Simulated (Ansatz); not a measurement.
`C[Si](O)(F)Cl`, relaxed with RKS PBE0-D4/def2-TZVP in Ansatz from a PBE-D4/def2-SVP geometry. The force threshold is 0.005 eV/Å; the program also tests the step.

The species carries charge 0 and has multiplicity 1.

Start:

```xyz
9

C     0.215    0.394   -1.207
Si   -0.014    0.042    0.596
O    -0.993   -1.285    0.772
F    -0.687    1.329    1.348
Cl    1.802   -0.262    1.557
H     0.690   -0.470   -1.712
H     0.860    1.283   -1.348
H    -0.765    0.587   -1.686
H    -1.109   -1.617    1.680
```

Q: By how much does the energy fall, and how many steps does the optimiser take? (Best estimate.)

A: Ansatz gave: 8.04 kJ/mol, in 7 steps.

Q: Which bonds change most? (Best estimate.)

A: Ansatz gave: Si2–F4 from 1.635 to 1.591 Å; Si2–O3 from 1.658 to 1.623 Å; Si2–Cl5 from 2.077 to 2.049 Å; C1–Si2 from 1.851 to 1.834 Å.

Q: Give the relaxed structure. (Best estimate.)

A: Ansatz gave: 
```xyz
9

C     0.211    0.390   -1.194
Si   -0.017    0.050    0.594
O    -0.986   -1.239    0.777
F    -0.655    1.315    1.318
Cl    1.767   -0.272    1.548
H     0.691   -0.458   -1.685
H     0.834    1.275   -1.338
H    -0.758    0.564   -1.668
H    -1.087   -1.627    1.647
```
